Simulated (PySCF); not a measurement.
# Vibration and rotation of RuO

PBE0 constants of RuO, ⁵Δ (quintet), unpaired electrons σ ↑, π ↑↑, δ ↑ (Ru cc-pVDZ-PP with ECP28, O cc-pVDZ; scalar-relativistic core potentials (PySCF 2.14); masses 101.9043 and 15.9949 u):

| Property | Result |
| --- | --- |
| ωe | 918.7 cm⁻¹ |
| ωexe | 4.05 cm⁻¹ |
| Be | 0.42039 cm⁻¹ |
| αe | 0.00246 cm⁻¹ |
| D (centrifugal) | 3.52e-07 cm⁻¹ |
| De to Ru (4d7 5s1) + O | 4.63 eV |

Question: Give the vibrational terms G(v) and spacings up to v = 6.

Answer: G(v) = ωe(v+½) − ωexe(v+½)².

| v | G(v) (cm⁻¹) | G(v) − G(v−1) | Bv (cm⁻¹) |
| --- | --- | --- | --- |
| 0 | 458 |  | 0.4192 |
| 1 | 1369 | 911 | 0.4167 |
| 2 | 2271 | 902 | 0.4142 |
| 3 | 3166 | 894 | 0.4118 |
| 4 | 4052 | 886 | 0.4093 |
| 5 | 4930 | 878 | 0.4069 |
| 6 | 5800 | 870 | 0.4044 |

Question: How well does the Morse estimate ωe²/(4ωexe) reproduce De, and what is D0?

Answer: It gives 6.46 eV, 140 % of the computed De. D0 = De − G(0) = 4.63 − 0.06 = 4.57 eV.

The metal atom is held in its measured ground configuration; semilocal functionals can put another filling of s and d lower by some tenths of an eV, and De to that atom would be smaller. These are scalar-relativistic numbers at best; spin–orbit coupling would shift them, the dissociation energy most. With d or f electrons several states lie close, and the lowest PBE0 determinant need not be the measured ground state.
